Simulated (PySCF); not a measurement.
Compound: C7H11OP.
SMILES with atom numbers: `[CH2:1]=[CH:2][P@:3]1(=[O:4])[CH2:5][CH:6]=[C:7]([CH3:8])[CH2:9]1` (hydrogens: H10, H11 on C1; H12 on C2; H13, H14 on C5; H15 on C6; H16, H17, H18 on C8; H19, H20 on C9)

Computed by this run: PySCF 2.14.0, PBE0-D3(BJ)/def2-SVP geometry optimisation, gas phase; density fitting, grid level 1; the optimiser is geomeTRIC in internal coordinates, started from a GFN2-xTB structure with every atom displaced at random (about 0.01 Å).

Step 0: E = -18749.7810 eV
```
atom  x, y, z in Å  |  force x, y, z in eV/Å
C1     -2.9341    0.4190    0.5167   -2.749   1.191   0.053
C2     -1.6790    0.1963    0.2931    2.330  -0.302  -0.592
P3     -0.7897    1.2282   -0.9008    3.151  -2.679   1.673
O4     -1.5278    2.2956   -1.5193   -2.479   2.910  -1.646
C5      0.0906    0.0216   -2.0092   -0.234   0.176   1.045
C6      1.3366   -0.2895   -1.2405   -0.267  -0.740  -0.707
C7      1.7054    0.5266   -0.2589   -0.019   0.938   0.938
C8      2.9214    0.3874    0.5977   -1.137   0.263   0.234
C9      0.7906    1.7129   -0.0107   -0.351  -1.034  -0.977
H10    -3.4377    1.2533   -0.0029    0.119  -0.190   0.030
H11    -3.5665   -0.1309    1.2061    0.006  -0.347   0.277
H12    -1.1266   -0.5958    0.7911    0.207  -0.280   0.130
H13    -0.5394   -0.8420   -2.2280   -0.117  -0.318  -0.092
H14     0.2940    0.5349   -2.9396    0.093   0.367  -0.680
H15     1.9090   -1.1786   -1.5078    0.213  -0.092   0.020
H16     2.6146    0.2776    1.6537    0.110   0.015  -0.039
H17     3.5293    1.2862    0.5320    0.382   0.349  -0.014
H18     3.4862   -0.4736    0.3088    0.727  -0.805  -0.217
H19     1.1767    2.6025   -0.5114    0.048   0.436  -0.106
H20     0.6225    1.9367    1.0337   -0.034   0.142   0.670
```

Step 1: E = -18750.0477 eV
```
atom  x, y, z in Å  |  force x, y, z in eV/Å
C1     -2.9658    0.4347    0.5019    0.379  -0.054  -0.089
C2     -1.6622    0.2318    0.2783   -0.304  -0.071   0.196
P3     -0.7636    1.2490   -0.9047   -0.223   0.435  -0.273
O4     -1.5830    2.3402   -1.5405    0.257  -0.429   0.262
C5      0.0818    0.0243   -1.9904   -0.019   0.001  -0.222
C6      1.3326   -0.3063   -1.2356    0.022   0.078   0.088
C7      1.6975    0.5269   -0.2419   -0.015  -0.083  -0.143
C8      2.9162    0.3724    0.6001    0.173  -0.063  -0.033
C9      0.7891    1.7064   -0.0237   -0.080   0.136   0.153
H10    -3.4912    1.2243   -0.0389   -0.069   0.106  -0.047
H11    -3.5292   -0.1746    1.2128   -0.038  -0.016   0.025
H12    -1.1043   -0.5549    0.8008   -0.013  -0.012   0.003
H13    -0.5568   -0.8491   -2.2079    0.029   0.075   0.032
H14     0.2769    0.5325   -2.9565    0.005  -0.077   0.096
H15     1.9323   -1.1847   -1.4928   -0.007  -0.021  -0.009
H16     2.6484    0.2584    1.6629   -0.007   0.006   0.047
H17     3.5505    1.2736    0.5308   -0.003  -0.047   0.016
H18     3.5209   -0.5013    0.2997   -0.109   0.123   0.033
H19     1.1765    2.6294   -0.4950   -0.002  -0.048   0.032
H20     0.6098    1.9354    1.0445    0.023  -0.039  -0.167
```

Step 2: E = -18750.0542 eV
```
atom  x, y, z in Å  |  force x, y, z in eV/Å
C1     -2.9566    0.4587    0.4793   -0.038  -0.125   0.145
C2     -1.6611    0.1939    0.3030   -0.094   0.142  -0.089
P3     -0.7727    1.2235   -0.8838    0.129   0.093  -0.101
O4     -1.6117    2.3029   -1.5006    0.071  -0.173   0.110
C5      0.0795    0.0177   -1.9883   -0.004   0.052  -0.058
C6      1.3386   -0.3011   -1.2410    0.034  -0.011   0.029
C7      1.7034    0.5300   -0.2468   -0.023   0.013  -0.024
C8      2.9297    0.3850    0.5900    0.016  -0.020  -0.002
C9      0.7798    1.6968   -0.0124   -0.024   0.062  -0.010
H10    -3.4263    1.2770   -0.0781    0.019  -0.014  -0.009
H11    -3.5745   -0.1190    1.1731   -0.030   0.004   0.012
H12    -1.1297   -0.6058    0.8334   -0.060   0.015  -0.020
H13    -0.5517   -0.8587   -2.2029   -0.003   0.000   0.016
H14     0.2649    0.5283   -2.9511    0.014  -0.016   0.012
H15     1.9434   -1.1740   -1.5063   -0.001  -0.007  -0.005
H16     2.6688    0.2659    1.6554   -0.006   0.006  -0.004
H17     3.5600    1.2876    0.5218   -0.002  -0.006  -0.005
H18     3.5334   -0.4813    0.2831   -0.011   0.002   0.005
H19     1.1533    2.6265   -0.4780    0.014  -0.003   0.008
H20     0.6057    1.9144    1.0539    0.000  -0.013  -0.010
```

**Question.** Estimate the geometry and energy of step 3. (The exact step hangs on the optimiser's Hessian estimate; all steps are aligned on step 2, rigid shifts and turns removed.)

**Answer.** E = -18750.0583 eV, largest force 0.123 eV/Å
```
atom  x, y, z in Å  |  force x, y, z in eV/Å
C1     -2.9670    0.4487    0.4977   -0.072   0.096  -0.028
C2     -1.6725    0.2069    0.2928    0.114  -0.036  -0.012
P3     -0.7660    1.2289   -0.8944   -0.013   0.003  -0.011
O4     -1.6037    2.3039   -1.5115   -0.025   0.011  -0.005
C5      0.0886    0.0218   -1.9971   -0.006   0.015   0.058
C6      1.3428   -0.2999   -1.2419    0.006  -0.024  -0.012
C7      1.7050    0.5336   -0.2496    0.019   0.021   0.037
C8      2.9270    0.3815    0.5939   -0.054   0.021   0.025
C9      0.7835    1.7041   -0.0198    0.002  -0.035  -0.048
H10    -3.4531    1.2670   -0.0481   -0.006  -0.050   0.026
H11    -3.5676   -0.1396    1.1993    0.020   0.017  -0.018
H12    -1.1387   -0.5942    0.8169    0.003  -0.024  -0.002
H13    -0.5450   -0.8519   -2.2104   -0.015  -0.032   0.000
H14     0.2821    0.5268   -2.9594    0.002   0.026  -0.022
H15     1.9446   -1.1770   -1.5015    0.000   0.007   0.002
H16     2.6596    0.2696    1.6589   -0.001   0.006  -0.020
H17     3.5675    1.2761    0.5253    0.003   0.013  -0.010
H18     3.5207   -0.4913    0.2930    0.030  -0.050  -0.009
H19     1.1625    2.6315   -0.4839   -0.001   0.014  -0.012
H20     0.6057    1.9218    1.0435   -0.005   0.001   0.062
```

The energy changes by -0.0041 eV. The first-order estimate −F·Δx gives -0.0119 eV and the mean of the old and new forces, exact on a quadratic surface, -0.0044 eV. The step makes an angle of 70° with the force vector and moves no atom by more than 0.041 Å.

What follows is the cost of the whole optimisation. Time: 1.8 min; peak memory 0.85 GiB. Hardware: one thread of an Arm Neoverse V2, shared host.
